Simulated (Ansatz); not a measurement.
HBr ··· CH2O

The pair of HBr (SMILES Br, atoms 1–2) and CH2O (SMILES C=O, atoms 3–6), both closed shells, in one local arrangement (a lower one may exist), relaxed at PBE0-D4/def2-TZVP:

Br1  (-0.172, -0.599, -2.577)
H2  (-0.522, 0.129, -1.374)
C3  (0.182, 0.110, 0.994)
O4  (-0.609, 0.740, 0.345)
H5  (0.807, -0.679, 0.538)
H6  (0.314, 0.298, 2.074)
(Å)

Computed with Ansatz 0.2.0 (basis: def2-TZVPPD, with def2-QZVPPD for the basis limit); correlated methods freeze the cores. Filled d shells of the heavier atoms are correlated. The def2 sets are not built for correlating such inner shells, so the correlated values are less sure here. B3LYP uses VWN-RPA correlation. Extrapolation: Hartree–Fock as exp(−7.88 √X), correlation as X^−2.97. Interaction energies count from these two fragments, frozen as in the pair, with the counterpoise correction; negative means bound.

Problem. What is the interaction energy by CCSD(T) at an estimated basis limit (MP2 extrapolated from triple and quadruple zeta, plus CCSD(T) − MP2 in triple zeta)? (To be estimated.)

Solution. By the calculation: -5.11 kcal/mol. Hartree–Fock alone gives -1.65 kcal/mol at the basis limit. It counts from the two fragments frozen as in the pair.

The same quantity by other methods in triple zeta, and each one's difference from that estimate:
```tsv
method	E_int (kcal/mol)	difference
PBE-D4	-6.04	-0.94
revPBE-D4	-5.15	-0.04
BLYP-D4	-5.16	-0.06
r2SCAN-D4	-5.91	-0.80
B97M-V	-5.04	0.07
PBE0-D4	-5.77	-0.66
B3LYP-D4	-5.29	-0.18
HSE06-D4	-5.76	-0.66
wB97X-V	-5.00	0.11
wB97M-V	-4.91	0.19
B2PLYP	-4.30	0.81
HF	-1.69	3.42
MP2	-4.93	0.18
CCSD	-3.53	1.58
CCSD(T)	-4.06	1.04
```
Differences are method less estimate.

Problem. Which atoms make the shortest contact between the fragments?

Solution. H2 and O4, 1.83 Å apart.

Energy to bend the free fragments (PBE0-D4 minima) into their shapes in the pair, CCSD(T)/def2-TZVPPD: HBr 0.31 kcal/mol; CH2O -0.13 kcal/mol. This must be added to the interaction energy to get the binding energy from relaxed fragments.

Basis-set superposition shift (counterpoise-corrected less uncorrected): CCSD(T) 1.00; MP2 1.00; HF 0.12; PBE0-D4 0.12; wB97M-V 0.11 kcal/mol.

The T1 diagnostic stays at or below 0.017.

For scale, one of the runs: CCSD(T)/def2-TZVPPD, 185 basis functions, launched by `ansatz run in.yaml --threads 4 --pin off --events-out ev --progress --plain --max-ram 9574MiB`. Time: 30 s of wall clock on 4 CPU threads of an Intel Xeon Platinum 8375C; the host was shared. Peak host memory: 2 GiB.
